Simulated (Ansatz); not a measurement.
Job for Ansatz (an electronic-structure program): U-r2SCAN/def2-TZVPP on SnO, a point of a bond scan (R = 7.327 Å). Elements past Kr take the def2 small-core potentials; no spin–orbit coupling.

Ansatz 0.2 input:
```yaml
crystal:
  periodic: [false, false, false]
  atoms:
    - {symbol: Sn, position_ang: [-0.00000000, -0.00000000, -0.25265494]}
    - {symbol: O, position_ang: [0.00000000, 0.00000000, 7.07433818]}
basis:
  gaussian:
    orbitals: def2-TZVPP
hamiltonian:
  xc: {name: r2SCAN}
magnetization: {spin_polarized: true, initial_magnetization: 0}
```

Predict the final total energy.

-289.3913 hartree. Its determinant has ⟨S²⟩ = 1.91, a mixture of spin states.

How many basis functions does it have, and what does it roughly cost on one machine?

81 functions; roughly 100 core-seconds.
